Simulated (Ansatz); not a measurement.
Total energies of BODIPY, `CC1=CC(C)=[N+]2C1=Cc1c(C)cc(C)n1[B-]2(F)F` from Ansatz at PBE0-D4/def2-TZVP, gas phase (1 Eh = 27.2114 eV = 2625.5 kJ/mol). The reference geometry is relaxed at PBE-D4/def2-SVP.

| state | geometry | energy (Eh) |
| --- | --- | --- |
| charge 0 singlet | reference | -838.06268 |
| charge 1 doublet | reference | -837.79869 |
| charge 1 doublet | relaxed at PBE-D4/def2-SVP | -837.80240 |
| charge -1 doublet | reference | -838.11379 |
| free C atom (triplet) | – | -37.80537 |
| free N atom (quartet) | – | -54.54382 |
| free B atom (doublet) | – | -24.61828 |
| free F atom (doublet) | – | -99.67617 |
| free H atom (doublet) | – | -0.50104 |

Single mean-field runs in def2-TZVP are fitted with def2-universal-jkfit.

Work out the vertical ionisation energy to the doublet.

E(charge 1 doublet) − E(charge 0 singlet) = -837.79869 − (-838.06268) = 0.26399 Eh = 7.18 eV. For comparison, −ε of the highest occupied level is 5.81 eV at this level, 1.37 eV less.

Work out the vertical electron affinity, to the doublet.

E(charge 0 singlet) − E(charge -1 doublet) = -838.06268 − (-838.11379) = 0.05111 Eh = 1.39 eV. The basis lacks diffuse functions, which makes affinities too small.

Give the fundamental gap IE − EA, the Mulliken electronegativity (IE + EA)/2 and the hardness (IE − EA)/2.

From the values in Eh: IE − EA = 0.26399 − 0.05111 = 0.21288 Eh = 5.79 eV; (IE + EA)/2 = 4.29 eV; (IE − EA)/2 = 2.90 eV. The HOMO–LUMO gap of the same run is 3.15 eV, 2.64 eV smaller than the fundamental gap.

How much does the charge 1 doublet relax, and what is the adiabatic ionisation energy?

Relaxation: -837.79869 − (-837.80240) = 0.00371 Eh = 0.10 eV. Adiabatic ionisation energy: 0.26028 Eh = 7.08 eV, without zero-point energy. 

What is the binding energy per atom against free atoms?

Atoms: 13 × (-37.80537) + 2 × (-54.54382) + 1 × (-24.61828) + 2 × (-99.67617) + 15 × (-0.50104) = -832.04367 Eh. Binding: -832.04367 − (-838.06268) = 6.01901 Eh = 163.79 eV, or 4.96 eV for each of 33 atoms (no zero-point energy, no counterpoise term).
